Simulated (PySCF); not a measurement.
Species: [Ru(H2O)6]3+ (charge +3 and doublet state).
Bonds: Ru1–O2, Ru1–O5, Ru1–O8, Ru1–O11, Ru1–O14, Ru1–O17. Hydrogens: H3, H4 on O2; H6, H7 on O5; H9, H10 on O8; H12, H13 on O11; H15, H16 on O14; H18, H19 on O17.
The ion is multiply charged and has no counter-ions or solvent.

Computed by this run: PBE0-D3(BJ)/def2-SVP geometry optimisation, gas phase, def2 core potentials past Kr in PySCF 2.14.0; unrestricted, density fitting, grid level 1; the optimiser is geomeTRIC in internal coordinates, started from a GFN2-xTB structure.

The end geometry, which sets the zero of energy:
```
atom  x, y, z in Å
Ru1    -0.0005   -0.0030   -0.0057
O2      0.1290    0.2628    1.9988
H3     -0.5786    0.4774    2.6367
H4      0.9807    0.2627    2.4782
O5     -0.0105   -0.2505   -2.0160
H6     -0.7660   -0.2408   -2.6348
H7      0.8081   -0.3122   -2.5462
O8      2.0789    0.2079   -0.0643
H9      2.5713    1.0480   -0.1129
H10     2.7273   -0.5061   -0.2064
O11    -2.0808   -0.1965    0.0799
H12    -2.6107   -0.2624    0.8957
H13    -2.6772   -0.4162   -0.6592
O14    -0.3030    1.9831   -0.2511
H15    -1.1940    2.3702   -0.3592
H16     0.3428    2.7142   -0.2055
O17     0.1855   -2.0041    0.2464
H18    -0.5700   -2.6215    0.1916
H19     0.9678   -2.5131    0.5339
```

Problem. These geometries come from the run, each turned onto the end geometry. Order them by energy, lowest first.
A.
```
atom  x, y, z in Å
Ru1    -0.0024   -0.0024    0.0012
O2      0.0900    0.2339    2.0326
H3     -0.6198    0.4529    2.6589
H4      0.9506    0.3229    2.4793
O5     -0.0131   -0.2513   -2.0391
H6     -0.7949   -0.2698   -2.6146
H7      0.7818   -0.2485   -2.5985
O8      2.1151    0.1836    0.0367
H9      2.5443    1.0269   -0.1721
H10     2.7040   -0.5225   -0.2697
O11    -2.1203   -0.0920    0.0511
H12    -2.5800   -0.3343    0.8686
H13    -2.6458   -0.4342   -0.6875
O14    -0.2673    2.0106   -0.2579
H15    -1.1625    2.3844   -0.3422
H16     0.3766    2.7353   -0.1991
O17     0.1840   -2.0340    0.2526
H18    -0.5488   -2.6707    0.3146
H19     1.0085   -2.4910    0.4850
```
B.
```
atom  x, y, z in Å
Ru1    -0.0002   -0.0060   -0.0049
O2      0.1184    0.2424    1.9978
H3     -0.5872    0.4636    2.6369
H4      0.9796    0.3113    2.4577
O5     -0.0053   -0.2533   -2.0180
H6     -0.7699   -0.2730   -2.6266
H7      0.8028   -0.2642   -2.5681
O8      2.0820    0.1877    0.0192
H9      2.5596    1.0247   -0.1422
H10     2.7097   -0.5145   -0.2413
O11    -2.0888   -0.1052    0.0606
H12    -2.5996   -0.2970    0.8715
H13    -2.6584   -0.4116   -0.6718
O14    -0.2962    1.9772   -0.2511
H15    -1.1964    2.3515   -0.3376
H16     0.3383    2.7182   -0.1932
O17     0.1887   -2.0089    0.2424
H18    -0.5658   -2.6295    0.2791
H19     0.9886   -2.5134    0.4894
```
C.
```
atom  x, y, z in Å
Ru1    -0.0018   -0.0037   -0.0038
O2      0.1237    0.2456    2.0017
H3     -0.5859    0.4695    2.6339
H4      0.9804    0.3332    2.4650
O5     -0.0207   -0.2559   -2.0222
H6     -0.7856   -0.2818   -2.6274
H7      0.7830   -0.2574   -2.5766
O8      2.0970    0.1696    0.0495
H9      2.5560    1.0083   -0.1407
H10     2.7021   -0.5387   -0.2391
O11    -2.1048   -0.0855    0.0452
H12    -2.5910   -0.3120    0.8596
H13    -2.6504   -0.4153   -0.6925
O14    -0.2994    1.9831   -0.2463
H15    -1.1968    2.3629   -0.3276
H16     0.3398    2.7183   -0.1848
O17     0.1937   -2.0119    0.2389
H18    -0.5522   -2.6400    0.2943
H19     1.0127   -2.4883    0.4729
```
D.
```
atom  x, y, z in Å
Ru1     0.0001   -0.0051   -0.0074
O2      0.1288    0.2542    1.9993
H3     -0.5721    0.4709    2.6432
H4      0.9861    0.2770    2.4675
O5     -0.0012   -0.2501   -2.0210
H6     -0.7596   -0.2553   -2.6355
H7      0.8142   -0.2910   -2.5570
O8      2.0798    0.2029   -0.0337
H9      2.5734    1.0395   -0.1211
H10     2.7217   -0.5085   -0.2153
O11    -2.0846   -0.1599    0.0762
H12    -2.6146   -0.2675    0.8882
H13    -2.6736   -0.4097   -0.6599
O14    -0.3077    1.9812   -0.2551
H15    -1.2037    2.3587   -0.3529
H16     0.3274    2.7208   -0.2040
O17     0.1883   -2.0085    0.2450
H18    -0.5723   -2.6214    0.2271
H19     0.9696   -2.5284    0.5167
```
E.
```
atom  x, y, z in Å
Ru1     0.0005   -0.0062   -0.0068
O2      0.1232    0.2498    1.9996
H3     -0.5781    0.4690    2.6427
H4      0.9835    0.2952    2.4617
O5      0.0002   -0.2531   -2.0213
H6     -0.7607   -0.2664   -2.6332
H7      0.8119   -0.2792   -2.5641
O8      2.0814    0.1968   -0.0097
H9      2.5706    1.0327   -0.1316
H10     2.7188   -0.5094   -0.2287
O11    -2.0868   -0.1334    0.0704
H12    -2.6112   -0.2801    0.8808
H13    -2.6692   -0.4096   -0.6628
O14    -0.3034    1.9801   -0.2522
H15    -1.2025    2.3529   -0.3436
H16     0.3284    2.7226   -0.1973
O17     0.1901   -2.0105    0.2427
H18    -0.5728   -2.6212    0.2509
H19     0.9761   -2.5299    0.5024
```

Solution. D (0.002 eV), E (0.007 eV), B (0.016 eV), C (0.032 eV), A (0.085 eV).

In the order of the answer:

| step | E above end (eV) | largest force (eV/Å) | rms force component (eV/Å) | rms distance from end (Å) | rms bond change (Å) | bond most changed (Å) |
| --- | --- | --- | --- | --- | --- | --- |
| 5 | 0.002 | 0.08 | 0.028 | 0.019 | 0.001 | Ru1–O5 +0.003 |
| 4 | 0.007 | 0.18 | 0.044 | 0.032 | 0.001 | Ru1–O5 +0.004 |
| 3 | 0.016 | 0.24 | 0.059 | 0.046 | 0.002 | Ru1–O2 -0.005 |
| 1 | 0.032 | 0.32 | 0.075 | 0.062 | 0.006 | Ru1–O8 +0.016 |
| 0 | 0.085 | 0.85 | 0.275 | 0.070 | 0.017 | Ru1–O8 +0.035 |

What follows is the cost of the whole optimisation. Hardware: one thread, Arm Neoverse N1 (aarch64), shared host. Cost: 7.5 min, 0.74 GiB resident at most.

For an open-shell metal species like this, the optimisation's SCF solution wasn't tested for stability and no frequencies at its level were run, so a lower state or another shape may exist.
